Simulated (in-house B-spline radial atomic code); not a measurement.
## Ionising Co VI (Co5+) with different functionals

Computed with an all-electron radial atomic-structure program (B-spline basis): scalar-relativistic (spin-free X2C) Hamiltonian, Fermi nucleus of rms radius 3.7875 fm, spin-polarised at highest spin, spherical fractional occupations for the functionals, the average over the highest-spin determinants for Hartree-Fock. The ionisation energy is the difference of two self-consistent energies, [Ar] 3d4 → [Ar] 3d3, without Breit or QED terms; ε is the level of the shell that loses the electron (its least bound occupied spin orbital).

Hybrids are left out here: with spherical fractional occupations of an open shell their exact exchange keeps a self-interaction that integer-occupation calculations don't have.

```json
{"method": "Hartree-Fock", "rung": "Hartree-Fock", "ΔSCF (eV)": "102.57", "-ε(3d) (eV)": "104.61"}
{"method": "LDA VWN5", "rung": "LDA", "ΔSCF (eV)": "?", "-ε(3d) (eV)": "?"}
{"method": "LDA PW92", "rung": "LDA", "ΔSCF (eV)": "103.82", "-ε(3d) (eV)": "91.49"}
{"method": "LDA exchange-only", "rung": "LDA", "ΔSCF (eV)": "102.14", "-ε(3d) (eV)": "89.87"}
{"method": "PBE", "rung": "GGA", "ΔSCF (eV)": "103.63", "-ε(3d) (eV)": "91.30"}
{"method": "PBEsol", "rung": "GGA", "ΔSCF (eV)": "103.59", "-ε(3d) (eV)": "91.26"}
{"method": "BLYP", "rung": "GGA", "ΔSCF (eV)": "103.50", "-ε(3d) (eV)": "91.16"}
{"method": "RPBE", "rung": "GGA", "ΔSCF (eV)": "103.57", "-ε(3d) (eV)": "91.24"}
{"method": "PW91", "rung": "GGA", "ΔSCF (eV)": "103.76", "-ε(3d) (eV)": "91.43"}
{"method": "BP86", "rung": "GGA", "ΔSCF (eV)": "103.63", "-ε(3d) (eV)": "91.30"}
{"method": "AM05", "rung": "GGA", "ΔSCF (eV)": "103.61", "-ε(3d) (eV)": "91.28"}
{"method": "OLYP", "rung": "GGA", "ΔSCF (eV)": "104.25", "-ε(3d) (eV)": "91.87"}
{"method": "TPSS", "rung": "meta-GGA", "ΔSCF (eV)": "?", "-ε(3d) (eV)": "?"}
{"method": "SCAN", "rung": "meta-GGA", "ΔSCF (eV)": "104.09", "-ε(3d) (eV)": "91.87"}
{"method": "r2SCAN", "rung": "meta-GGA", "ΔSCF (eV)": "104.13", "-ε(3d) (eV)": "91.91"}
{"method": "revTPSS", "rung": "meta-GGA", "ΔSCF (eV)": "103.43", "-ε(3d) (eV)": "91.14"}
```

Q: What does LDA VWN5 give?

A: ΔSCF 103.84 eV, and -ε(3d) = 91.50 eV.

Q: What does TPSS give?

A: ΔSCF 103.53 eV, and -ε(3d) = 91.22 eV.

Q: How do they compare with the NIST value?

A: NIST lists 102.0 eV ± 0.2 (semi-empirical, ground level to ground level). Errors run from +0.14 to +2.25 eV. The correlated functionals all miss on the same side by more than they spread, so the cause is common to them (spin-orbit coupling, Breit-QED terms, multiplet and fine-structure energies, or a listed next ion that isn't the cheapest removal here) and closeness doesn't rank the functionals. Hartree-Fock also lacks correlation.
